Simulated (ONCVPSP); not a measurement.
# Before and after: ONCV potential for bismuth

* Element: Bi (Z = 83)
* Generator: ONCVPSP 4.0.1
* Type: optimised norm-conserving Vanderbilt (ONCV)
* Functional: PBE
* Relativity: scalar-relativistic
* Frozen core: [Kr] 4d10 4f14
* Valence charge: 23
* Reference configuration: 5s2 5p6 5d10 6s2 6p3
* Partial waves: 5s+6s: rc 1.25 bohr, ncon 3, nbas 7, qcut 10.8 1/bohr, 2 projectors; 5p+6p: rc 1.45 bohr, ncon 4, nbas 8, qcut 10 1/bohr, 2 projectors; 5d: rc 1.15 bohr, ncon 3, nbas 7, qcut 7.2 1/bohr, 2 projectors, debl 3.8 Ha
* Local potential: polynomial inside 0.80 bohr (lpopt 3, dvloc0 3 Ha)
* Core correction: Teter function, fcfact 2.75, rcfact 1.25

Change: s: qcut 7.2; p: qcut 6.7; d: qcut 4.8.

Cutoffs: the cutoffs (Ha) at which the residual kinetic energy of the hardest occupied pseudo-wave falls to 1 and 0.1 mHa per electron; they do not see the model core or the augmentation charge, which bear on the density cutoff. Errors are all-electron minus pseudo energies relative to the spin-unpolarised reference configuration.

What does the change do?

The potential gets harder (42 Ha and 48 Ha → 130 Ha and 194 Ha); of the 4 tests that both files solve, the error grows in 1 and shrinks in 0 by more than 15 % and 0.3 meV (median size 7.2 → 11.1 meV); the range in which the s phases agree narrows (upper end 3.8 → 2.0); neither file shows a bound ghost.

```csv
quantity,base,changed
"cutoff, loose",42 Ha,130 Ha
"cutoff, tight",48 Ha,194 Ha
loose cutoff by channel,"s 42 Ha, p 32 Ha, d 25 Ha","s 26 Ha, p 18 Ha, d 130 Ha"
bound ghosts,none,none
GHOST(+) flags under 300 eV,s at 117.5 eV,s at 91.0 eV
"error for 5s2 5p6 5d10 6s2 6p2, meV [ΔE 7.91 eV]",-3.3,-3.3
"error for 5s2 5p6 5d10 6s2 6p1, meV [ΔE 23.16 eV]",-11,-11
"error for 5s2 5p6 5d10 6s2 6p0, meV [ΔE 46.50 eV]",-23,-23
"error for 5s2 5p6 5d10 6s0 6p5, meV [ΔE 20.50 eV]",-3.8,-12
s: phases at 1.27 bohr within 0.05 rad from the reference energy up to (Ha; the scan ends near 5),3.8,2.0
p: phases at 1.47 bohr within 0.05 rad from the reference energy up to (Ha; the scan ends near 5),to the end of the scan,to the end of the scan
d: phases at 1.17 bohr within 0.05 rad from the reference energy up to (Ha; the scan ends near 5),to the end of the scan,to the end of the scan
"rms error of d²Exc/dni dnj with the model core, mHa",1.45,0.96
```
